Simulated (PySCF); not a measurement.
The 6-electron isoelectronic series, spin-free X2C

Calculated with PySCF 2.14 from differences of total energies of unrestricted determinants, without spin-orbit coupling. Each ion has its own even-tempered basis scaled to its charge (20s11p6d5f5g for the first); frozen: nothing. Ionisation energies in eV, correlation energies of the ion in mhartree.

| ion | configuration | UHF | LDA | PBE | PBE0 | r2SCAN | MP2 (all electrons) | E_corr MP2 | NIST (with spin-orbit, Breit and QED) |
| --- | --- | --- | --- | --- | --- | --- | --- | --- | --- |
| Sc¹⁵⁺ | [He] 2s2 2p2 (3P) | 1009.7 | 1009.2 | 1009.8 | 1010.0 | 1011.2 | 1009.8 | -190.7 | 1008.6 ± 0.4 (s) |
| Cr¹⁸⁺ | [He] 2s2 2p2 (3P) | 1395.2 | 1394.3 | 1395.1 | 1395.3 | 1396.8 | 1395.1 | n/a | 1394.5 ± 0.7 (s) |
| Mn¹⁹⁺ | [He] 2s2 2p2 (3P) | 1537.5 | 1536.5 | 1537.4 | 1537.7 | 1539.2 | 1537.4 | -199.5 | 1537.2 ± 0.8 (s) |
| Fe²⁰⁺ | [He] 2s2 2p2 (3P) | 1686.8 | 1685.7 | 1686.6 | 1686.9 | 1688.5 | 1686.7 | -201.6 | 1687 ± 1 (s) |
| Co²¹⁺ | [He] 2s2 2p2 (3P) | 1843.1 | 1841.8 | 1842.8 | 1843.1 | 1844.8 | 1842.9 | -203.7 | 1844 ± 1.1 (s) |
| Ni²²⁺ | [He] 2s2 2p2 (3P) | 2006.3 | 2004.9 | 2006.0 | 2006.3 | 2008.0 | 2006.1 | -205.8 | 2008.1 ± 1.3 (s) |
| Cu²³⁺ | [He] 2s2 2p2 (3P) | 2176.5 | 2175.0 | 2176.2 | 2176.5 | 2178.3 | 2176.3 | -207.9 | 2179.4 ± 1.5 (s) |
| Zn²⁴⁺ | [He] 2s2 2p2 (3P) | 2353.8 | 2352.1 | 2353.3 | 2353.7 | 2355.6 | 2353.5 | -209.6 | 2358 ± 1.6 (s) |
| Ga²⁵⁺ | [He] 2s2 2p2 (3P) | 2538.0 | 2536.2 | 2537.6 | 2537.9 | 2539.9 | 2537.8 | -211.5 | 2543.9 ± 2 (s) |
| Ge²⁶⁺ | [He] 2s2 2p2 (3P) | 2729.3 | 2727.4 | 2728.8 | 2729.2 | 2731.2 | 2729.1 | -213.2 | 2737.1 ± 2.3 (s) |

Each ion has its own basis, which adds noise of up to about 0.1 % along the series.

NIST values marked (s) are semi-empirical, (t) theoretical. Open shells are high-spin determinants of the terms that Hund's rules give.

Spin-orbit coupling of the open shells is absent from the calculated values and included in NIST's; it grows fast with Z.

At high Z the X2C-1e correlation energies are inflated by the missing two-electron picture change in the 1s pairs.
